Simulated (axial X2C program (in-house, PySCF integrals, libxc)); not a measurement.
# Nuclear properties of SbBr⁺

Calculated with an in-house all-electron X2C program for linear molecules (integrals from PySCF): two-component X2C with atomic mean-field Coulomb and Gaunt terms, Gaussian nuclei, basis Sb dyall-cv3z, Br dyall-cv3z with contracted cores.

R = 2.386 Å (near the PBE0 minimum at charge 1 of the determinant lowest at the starting distance; the state shown can have its own minimum elsewhere).

Input and command:
```json
{"zs": [51, 35], "q": 1, "bas": ["dyall-cv3z", "dyall-cv3z"], "r0": 2.54, "levels": ["PBE0", "HF", "PBE", "r2SCAN", "BP86"], "nst": 3}
```
```bash
python soeom.py task.json out
```

Keys: zs atomic numbers; q charge; bas basis sets; r0 starting distance in Å; levels methods; nst determinants followed.

Determinant lowest in the PBE0 search, Ω = 1/2 (⟨Sz⟩ = -0.49, ⟨Lz⟩ = 0.99 at PBE0), spin on the atoms Sb -0.48, Br -0.01:

```tsv
level	Eeff magnitude (GV/cm)	Ws magnitude Sb (kHz)	A∥/gI Sb (MHz)	qzz Sb (a.u.)	A∥/gI Br (MHz)	qzz Br (a.u.)
PBE0	1.61	1.71	3560	-1.45	567	4.01
HF	1.05	0.949	3430	-2.57	364	4.84
PBE	1.59	1.72	3510	-1.01	644	3.59
r2SCAN	0.349	0.244	3630	-1.10	623	3.70
BP86	1.63	1.77	3520	-0.97	647	3.58
```

Determinant 0.46 eV from it at PBE0 and this distance, Ω = 3/2 (⟨Sz⟩ = 0.50, ⟨Lz⟩ = 1.00 at PBE0), spin on the atoms Sb 0.49, Br 0.01:

```
 level  Eeff magnitude (GV/cm)  Ws magnitude Sb (kHz)  A∥/gI Sb (MHz)  qzz Sb (a.u.)  A∥/gI Br (MHz)  qzz Br (a.u.)
  PBE0                    1.92                  0.744             384          -2.07             161           3.99
    HF                    7.91                   3.03             436          -3.24             112           4.91
   PBE                    1.22                  0.479             356          -1.58             171           3.55
r2SCAN                    2.48                  0.986             264          -1.65             205           3.64
  BP86                     1.2                   0.47             366          -1.55             172           3.55
```

Eeff is the effective electric field on the electron electric dipole moment in this Ω state and Ws the scalar–pseudoscalar constant of the nucleus named (defined with the proton number Z and per Ω); A∥ (defined per Ω) follows by multiplying with gI = μI/(I μN); qzz is the electric field gradient, eQq0 = 234.96 MHz × Q/barn × qzz. The operators were transformed with the bare-nucleus X2C matrices; with these basis sets, hyperfine constants and field gradients can be off by tens of per cent, and where levels differ in sign neither size nor sign is settled.

(1) With gI(121Sb) = 1.3454, gI(79Br) = 1.4043, Q(79Br) = 0.3087 barn (g factors from the IAEA table of nuclear moments by Stone; Q from Pyykkö, Mol. Phys. 2018), turn the PBE0 values of the first state into constants in MHz.

Each state is one determinant with collinear spin. Unrestricted Hartree–Fock can overshoot spin polarisation at the nuclei. Where Eeff spreads by more than a factor of two the levels disagree and none is to be relied on. The search compared states at one distance, so a state with another bond length can lie lower. Where a field gradient or hyperfine factor spreads by more than a factor of two over the levels, a constant derived from it is not to be relied on. PBE0 term energies can be off by some tenths of an eV.

Answers

(1) A∥(121Sb) = 3560 × 1.3454 = 4790 MHz; A∥(79Br) = 567 × 1.4043 = 796 MHz; eQq0(79Br) = 234.96 × (0.3087) × (4.01) = 291 MHz.
